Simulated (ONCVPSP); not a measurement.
## What one change does to a pseudopotential (silver (Ag), ONCV)

```json
{"Element": "silver (Ag)", "Generator": "ONCVPSP 4.0.1", "Type": "optimised norm-conserving Vanderbilt (ONCV)", "Functional": "PBE", "Relativity": "scalar-relativistic", "Frozen core": "[Ar] 3d10", "Valence charge": "19", "Reference configuration": "4s2 4p6 4d10 5s1", "Partial waves": "4s+5s: rc 1.55 bohr, ncon 4, nbas 7, qcut 6.4 1/bohr, 3 projectors, debl 1.1 Ha; 4p: rc 1.00 bohr, ncon 4, nbas 8, qcut 7 1/bohr, 2 projectors, debl 3.9 Ha; 4d: rc 1.30 bohr, ncon 5, nbas 9, qcut 6.9 1/bohr, 2 projectors, debl 2.8 Ha", "Local potential": "polynomial inside 0.80 bohr (lpopt 5, dvloc0 0 Ha)", "Core correction": "Teter function, fcfact 2.5, rcfact 1.75"}
```

Change: s: rc 1.24.

Cutoffs: the cutoffs (Ha) at which the residual kinetic energy of the hardest occupied pseudo-wave falls to 1 and 0.1 mHa per electron; they do not see the model core or the augmentation charge, which bear on the density cutoff. Errors are all-electron minus pseudo energies relative to the spin-unpolarised reference configuration.

Problem. What does the change do?

Solution. The potential gets neither clearly harder nor softer (177 Ha and 210 Ha → 177 Ha and 210 Ha); a bound ghost appears in s, which as a rule spoils a file; of the 4 tests that both files solve, the error grows in 0 and shrinks in 2 by more than 15 % and 0.3 meV (median size 3.3 → 2.8 meV).

| quantity | base | changed |
| --- | --- | --- |
| cutoff, loose | 177 Ha | 177 Ha |
| cutoff, tight | 210 Ha | 210 Ha |
| loose cutoff by channel | s 17 Ha, p 177 Ha, d 85 Ha | s 70 Ha, p 177 Ha, d 85 Ha |
| bound ghosts | none | s |
| GHOST(+) flags under 300 eV | s at 262.0 eV | none |
| error for 4s2 4p6 4d10 5s0, meV [ΔE 7.76 eV] | -2.6 | -1.9 |
| error for 4s2 4p6 4d9 5s0, meV [ΔE 29.87 eV] | -4.1 | -3.6 |
| error for 4s2 4p6 4d8 5s0, meV [ΔE 66.06 eV] | -8.2 | -8.1 |
| error for 4s2 4p6 4d10 5s0 5p1, meV [ΔE 3.87 eV] | -1.5 | -0.9 |
| p: phases at 1.02 bohr within 0.05 rad from the reference energy up to (Ha; the scan ends near 5) | to the end of the scan | to the end of the scan |
| d: phases at 1.32 bohr within 0.05 rad from the reference energy up to (Ha; the scan ends near 5) | to the end of the scan | to the end of the scan |
| rms error of d²Exc/dni dnj with the model core, mHa | 2.64 | 2.49 |

 A true bound ghost makes a file unfit for plane-wave use even where its test errors are small: the radial tests pick states by their node count and pass the ghost by.
